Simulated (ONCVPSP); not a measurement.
Logarithmic derivatives: Al (Z = 13), ONCV

Al, optimised norm-conserving Vanderbilt (ONCV), made with ONCVPSP 4.0.1 (PBE, scalar-relativistic). Core [Ne], reference 3s2 3p0.75 (charge +0.25). Waves: 3s: rc 1.80 bohr, ncon 5, nbas 9, qcut 3.2 1/bohr, 1 projector; 3p: rc 1.60 bohr, ncon 3, nbas 6, qcut 4.2 1/bohr, local; d scattering state at 0.07 Ha: rc 1.60 bohr, ncon 5, nbas 9, qcut 6.5 1/bohr, 3 projectors, debl 1.7 Ha. Local part: the p channel. Core correction: none.

The phase is arctan(r·R′/R) of the radial function R(r), unwrapped; energies in Ha, scanned from -2 to 5 Ha. A pole is an energy at which the radial function vanishes at the test radius. The pseudo phase is shifted by a multiple of π to meet the all-electron one at the reference energy, and phase errors are pseudo minus all-electron; the curves can meet again beyond the range given. Levels narrower than the energy grid can be missing from the lists of poles.

Q: For each channel, where are the poles, and over which energies does the pseudopotential scatter like the atom?

A:

```json
{"channel": "s", "radius (bohr)": "1.83", "reference energy (Ha)": "-0.34", "poles, all-electron": "2.11", "poles, pseudo": "2.09", "unbroken range about the reference energy with phases within 0.05 rad": "below 4.0", "phase error 1 Ha above the reference energy (rad)": "-0.002"}
{"channel": "p", "radius (bohr)": "1.62", "reference energy (Ha)": "-0.15", "poles, all-electron": "3.64", "poles, pseudo": "2.75", "unbroken range about the reference energy with phases within 0.05 rad": "-1.4 to 0.6", "phase error 1 Ha above the reference energy (rad)": "-0.062"}
{"channel": "d", "radius (bohr)": "1.62", "reference energy (Ha)": "0.07", "poles, all-electron": "3.14", "poles, pseudo": "3.14", "unbroken range about the reference energy with phases within 0.05 rad": "the whole range", "phase error 1 Ha above the reference energy (rad)": "+0.000"}
```

Phases in the d channel:

| E (Ha) | all-electron | pseudo |
| --- | --- | --- |
| -1.98 | 1.174 | 1.174 |
| -1.62 | 1.128 | 1.128 |
| -1.26 | 1.066 | 1.066 |
| -0.90 | 0.979 | 0.979 |
| -0.54 | 0.846 | 0.846 |
| -0.18 | 0.631 | 0.631 |
| 0.18 | 0.268 | 0.269 |
| 0.54 | -0.252 | -0.252 |
| 0.90 | -0.734 | -0.734 |
| 1.26 | -1.044 | -1.044 |
| 1.62 | -1.231 | -1.230 |
| 1.98 | -1.351 | -1.351 |
| 2.34 | -1.437 | -1.437 |
| 2.70 | -1.503 | -1.503 |
| 3.06 | -1.559 | -1.559 |
| 3.42 | -1.610 | -1.610 |
| 3.78 | -1.662 | -1.662 |
| 4.14 | -1.719 | -1.719 |
| 4.50 | -1.790 | -1.790 |
| 4.86 | -1.890 | -1.890 |
